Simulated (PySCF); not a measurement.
C7H8FN.
SMILES with atom numbers: `[N:1]#[C:2][C@@:3]12[CH2:4][CH2:5][C@H:6]([F:7])[C@@H:8]1[CH2:9]2`

NICS is the negative of the GIAO shielding at a point without a nucleus: at the ring centre (0) and 1 Å above and below it (1); zz is the component along the ring normal. Level: GIAO PBE0/pcSseg-1 (PySCF, non-relativistic, gas phase) on the GFN2-xTB geometry, one conformer.

Rings: 1. C3–C4–C5–C6–C8; 2. C3–C8–C9.

| set | NICS(0) | NICS(1), two faces | NICS(1)zz, two faces |
| --- | --- | --- | --- |
| P | -9.7 | -3.9 / -7.0 | -3.5 / -2.5 |
| Q | -45.0 | -9.4 / -9.0 | -25.7 / -23.8 |

Task: Which set (ppm) belongs to which ring?

Result: P = 1, Q = 2.
- 1 (5-membered carbocycle; formal bonds all single): mean NICS(1)zz -3.0 ppm, near zero. C3, C4, C5, C6, C8 have four or more neighbours, and the NICS criterion for π rings isn't applied. A hydrogen on C9, outside the ring, lies only 1.27 Å from a NICS(1) probe, which then mostly feels that atom.
- 2 (3-membered carbocycle; formal bonds all single): mean NICS(1)zz -24.7 ppm, shielded. C3, C8, C9 have four or more neighbours, and the NICS criterion for π rings isn't applied. A hydrogen on C9, outside the ring, lies only 1.44 Å from a NICS(1) probe, which then mostly feels that atom.

Task: How do the rings differ in shape?

Result: 
```
ring                   bond lengths (Å)  rms pucker (Å)  HOMA  nearest outside atom to a NICS(1) probe (Å)
   1  1.522, 1.532, 1.536, 1.512, 1.514            0.12     –                                hydrogen 1.27
   2                1.514, 1.496, 1.508            0.00     –                                hydrogen 1.44
```
